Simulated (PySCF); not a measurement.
GeH4N2, neutral, multiplicity 1. Atoms are numbered in the order given.

```xyz
7

Ge     0.0000     0.0000     0.4633
N      0.0000    -1.3694    -0.7455
H      0.0000    -2.3300    -0.4448
H      0.0000    -1.2811    -1.7498
N      0.0000     1.3694    -0.7455
H      0.0000     1.2811    -1.7498
H      0.0000     2.3300    -0.4448
```
Charge 0, spin multiplicity 1.

Geometry: ωB97X-D3(BJ)/def2-TZVP. Other conformers were not sampled.

Level of theory: HF/def2-TZVPD run with PySCF.

Symmetry labels are those of the subgroup C2v that the program uses (full group C2v).

Computed valence orbital energies around the gap with their symmetry:
```json
[
 {"orbital": "HOMO−7", "symmetry": "B2", "energy (eV)": "-29.94"},
 {"orbital": "HOMO−6", "symmetry": "A1", "energy (eV)": "-18.63"},
 {"orbital": "HOMO−5", "symmetry": "A1", "energy (eV)": "-18.00"},
 {"orbital": "HOMO−4", "symmetry": "B2", "energy (eV)": "-17.38"},
 {"orbital": "HOMO−3", "symmetry": "B2", "energy (eV)": "-14.51"},
 {"orbital": "HOMO−2", "symmetry": "B1", "energy (eV)": "-11.71"},
 {"orbital": "HOMO−1", "symmetry": "A2", "energy (eV)": "-10.39"},
 {"orbital": "HOMO", "symmetry": "A1", "energy (eV)": "-9.31"},
 {"orbital": "LUMO", "symmetry": "B1", "energy (eV)": "2.21"},
 {"orbital": "LUMO+1", "symmetry": "A1", "energy (eV)": "2.29"},
 {"orbital": "LUMO+2", "symmetry": "B2", "energy (eV)": "2.35"},
 {"orbital": "LUMO+3", "symmetry": "A1", "energy (eV)": "2.92"}
]
```
